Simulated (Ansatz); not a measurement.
Calculated with Ansatz (gas phase, PBE0-D4/def2-TZVP geometries, no zero-point term in ΔE). CBS: MP2 limit from def2 TZ/QZ plus the TZ coupled-cluster correction, frozen cores. DFT in def2-TZVPP. B3LYP here is the variant with VWN-RPA as its local correlation; programs differ in this. def2 core potentials past Kr. For I, Se outer-core shells are correlated without core-valence functions, which leaves a few kJ/mol of doubt a bond. Scalar relativity is left out up to krypton. One conformer a species, not always the lowest.

`C[Si](C)(F)I` + H₂Se → `C[Si](C)(F)[SeH]` + HI  (ligand exchange at the Si–I bond)

```csv
level,ΔE (kcal/mol)
B3LYP-D4,6.9
ωB97M-V,7.2
B3LYP,7.0
MP2/def2-TZVPP,7.6
```

Q: What does CCSD(T)/CBS give? (Best estimate.)

A: The calculation gave: +7.4 kcal/mol. The listed levels differ from it by -0.5, -0.2, -0.4, 0.2 kcal/mol.

Largest T1 diagnostic among the species: 0.010.
